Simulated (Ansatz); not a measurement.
Geometry optimisation, DFT PBE, scalar-relativistic, plane waves, PAW (Ansatz 0.2.0).

Input:

```yaml
crystal:
  lattice:
    - [7.398, 0.0, 0.0]
    - [-3.699, 6.406856, 0.0]
    - [0.0, 0.0, 13.0]
  atoms:
    - { symbol: C, position: [0.0, 0.0, 0.07692308] }
    - { symbol: C, position: [0.22222222, 0.11111111, 0.07692308] }
    - { symbol: C, position: [0.0, 0.33333333, 0.07692308] }
    - { symbol: C, position: [0.22222222, 0.44444444, 0.07692308] }
    - { symbol: C, position: [0.0, 0.66666666, 0.07692308] }
    - { symbol: C, position: [0.22222222, 0.77777777, 0.07692308] }
    - { symbol: C, position: [0.33333333, 0.0, 0.07692308] }
    - { symbol: C, position: [0.55555556, 0.11111111, 0.07692308] }
    - { symbol: C, position: [0.33333333, 0.33333333, 0.07692308] }
    - { symbol: C, position: [0.55555555, 0.44444444, 0.07692308] }
    - { symbol: C, position: [0.33333333, 0.66666666, 0.07692308] }
    - { symbol: C, position: [0.55555555, 0.77777777, 0.07692308] }
    - { symbol: C, position: [0.66666667, 0.0, 0.07692308] }
    - { symbol: C, position: [0.88888889, 0.11111111, 0.07692308] }
    - { symbol: C, position: [0.66666667, 0.33333333, 0.07692308] }
    - { symbol: C, position: [0.88888889, 0.44444444, 0.07692308] }
    - { symbol: C, position: [0.66666666, 0.66666666, 0.07692308] }
    - { symbol: C, position: [0.88888889, 0.77777777, 0.07692308] }
    - { symbol: "N", position: [0.61111111, 0.88888888, 0.17769231] }
    - { symbol: H, position: [0.7037037, 1.29629628, 0.15230769] }
basis:
  ecutwfc: 420.0
kpoints:
  mp_grid: { grid: [2, 2, 1] }
hamiltonian:
  xc: pbe
  pseudopotentials: { kind: paw, azcp: { folder: soft_1 } }
scf:
  occupations: { method: fermi_dirac, width: 0.02 }
  lower_state_search: "off"
relax:
  f_tol: 0.03
  max_steps: 60
  adjacent_minimum: "off"
```

Launched with:

```bash
$ ansatz run input.yaml --threads 1 --pin off --max-ram 3072MiB --backend cpu --events-out ev --progress --plain --runs-dir out
```

Where does it end, and by what steps?

The forces met the threshold. Limits of this set-up: slab without dipole correction, open-shell adsorbate without spin, a typed lattice constant that wasn't relaxed here. After 7 steps the energy has fallen by 1.871 eV; H20 moved furthest, 0.59 Å.

```csv
step,energy less start (eV),largest force component (eV/Å),accepted
0,0.0000,2.948,yes
1,-1.0924,1.342,yes
2,-1.6888,0.898,yes
3,-1.8270,0.564,yes
4,-1.7574,1.405,no
5,-1.8685,0.061,yes
6,-1.8710,0.035,yes
7,-1.8712,0.014,yes
```

```xyz
20
Lattice="7.3980 0.0000 0.0000 -3.6990 6.4069 0.0000 0.0000 0.0000 13.0000" Properties=species:S:1:pos:R:3
C 0.026 -0.013 0.917
C 1.256 0.702 0.895
C -1.209 2.125 0.828
C 0.015 2.843 0.839
C -2.440 4.241 0.882
C -1.211 4.953 0.864
C 2.492 -0.020 0.904
C 3.691 0.670 1.003
C 1.250 2.126 0.901
C 2.458 2.852 0.973
C -0.006 4.243 0.932
C 1.240 4.931 1.271
C 4.965 0.026 1.216
C 6.212 0.707 0.920
C 3.713 2.122 1.230
C 4.978 2.841 0.911
C 2.501 4.246 1.007
C 3.718 4.957 0.950
N 1.248 5.733 2.493
H 0.039 8.562 2.356
```

Whether the end is a true minimum wasn't checked by a vibrational analysis.

Run time: 46 s on 1 thread of Intel(R) Xeon(R) Platinum 8488C (Sapphire Rapids), with other jobs on the host, peak memory 0.73 GiB.
